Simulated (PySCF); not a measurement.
Harmonic spectrum computed at PBE0 in the def2-TZVP basis family (core potentials from Rb on, PySCF, no spin–orbit coupling):

```json
{"symmetry": "a2''", "ω (cm⁻¹)": "77", "IR (km/mol, summed over degenerate members)": "2.4"}
{"symmetry": "e'", "ω (cm⁻¹)": "97", "IR (km/mol, summed over degenerate members)": "0.2"}
{"symmetry": "a1'", "ω (cm⁻¹)": "400", "IR (km/mol, summed over degenerate members)": "0.0"}
{"symmetry": "e'", "ω (cm⁻¹)": "421", "IR (km/mol, summed over degenerate members)": "156"}
```

Task: Which molecule gave it? In each, all ligands are bound to the one heavy central atom.
A. ZrCl₃ (doublet)
B. HfCl₃ (doublet)
C. WCl₃ (quartet)
D. RuCl₃ (quartet)

Result: C. It has D3h symmetry with W–Cl 2.249 Å (×3).
